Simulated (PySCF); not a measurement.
**Si: excitation energy**

Si [Ne] 3s2 3p2 (3P) → Si [Ne] 3s2 3p1 4s1, s spin flipped, as a difference of total energies. All numbers are calculated (PySCF 2.14, the non-relativistic Hamiltonian (point nucleus), in aug-cc-pwCVTZ (8s7p5d3f, 75 functions)). Correlated levels: nothing frozen. The calculations carry no spin-orbit coupling.

```
                 method  excitation energy (eV)
                    UHF                   4.990
    MP2 (all electrons)                   5.162
SCS-MP2 (all electrons)                   5.091
```

Problem. How much does correlation contribute at MP2 (all electrons)?

Solution. 5.162 − (4.990) = 0.172 eV, measured against UHF.

The upper determinant mixes two multiplicities, so it lies between the two terms.

The promoted electron is Rydberg-like, and one or two diffuse shells describe it only roughly, which tends to raise the upper state.
